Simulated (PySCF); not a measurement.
Job for PySCF: R-B3LYP/3-21G on GeH5NO (SMILES [NH2][GeH2][OH]), a point of a torsion scan.

```python
from pyscf import gto, scf, dft, mp
from pyscf.data.elements import chemcore

mol = gto.M(
    atom='''
    N     1.27487382   -0.25578201    0.05564273
    Ge   -0.38558224    0.43375516    0.10122735
    O    -0.75554287    1.22471108   -1.40689485
    H     1.45152304   -1.23800191    0.17321509
    H     1.97905329    0.16474352   -0.52802374
    H    -0.47052846    1.58354013    1.04683780
    H    -1.35869179   -0.67507666    0.39835957
    H    -0.77024532    0.70118666   -2.20517295
    ''',
    basis='3-21g',
    charge=0, spin=0, verbose=3, max_memory=1800)
mf = dft.RKS(mol, xc='b3lyp')
mf.conv_tol = 1e-8
mf.max_cycle = 100
mf.kernel()
if not mf.converged:
    mf = mf.newton().run(mf.mo_coeff, mf.mo_occ)
```

Give the final energy of this run.

-2199.2749 hartree.
